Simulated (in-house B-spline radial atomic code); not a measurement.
**The molybdenum ion Mo³⁰⁺: [Ne] 3s2 (with a hole in an inner shell)**

Method: Dirac-Hartree-Fock, average of configuration, Fermi nucleus of rms radius 4.4091 fm. Calculated with a radial B-spline atomic code at the basis-set limit.

Screening seen three ways: the hydrogenic charge with the same mean radius, Z_r = [3n² - l(l+1)]/(2<r>), the one with the same energy, Z_e = n√(-2ε), and Slater's rules. Values are occupation-weighted means over j. An effective charge above Z reflects the relativistic contraction of the inner shells.

```json
{"shell": "1s", "electrons": "2", "ε (eV)": "-21727", "<r> (bohr)": "0.03513", "Z_r": "42.70", "Z_e": "39.96", "Slater": "41.70"}
{"shell": "2s", "electrons": "2", "ε (eV)": "-4431.8", "<r> (bohr)": "0.1501", "Z_r": "39.97", "Z_e": "36.10", "Slater": "37.85"}
{"shell": "2p", "electrons": "6", "ε (eV)": "-4128.9", "<r> (bohr)": "0.1311", "Z_r": "38.14", "Z_e": "34.84", "Slater": "37.85"}
{"shell": "3s", "electrons": "2", "ε (eV)": "-1725.5", "<r> (bohr)": "0.3692", "Z_r": "36.57", "Z_e": "33.78", "Slater": "32.85"}
```

The least bound orbital is 3s1/2 at -1725 eV, and it is also the most diffuse (<r> = 0.3692 bohr).

Spin-orbit splittings of the orbital energies (j = l + 1/2 above j = l - 1/2 when positive): 2p 111 eV.

For the 1s electron the small component carries 2.35 % of the norm, the zero-frequency Breit interaction raises the level by 37.72 eV, self-energy by 21.17 eV, and vacuum polarisation lowers it by 2.446 eV.
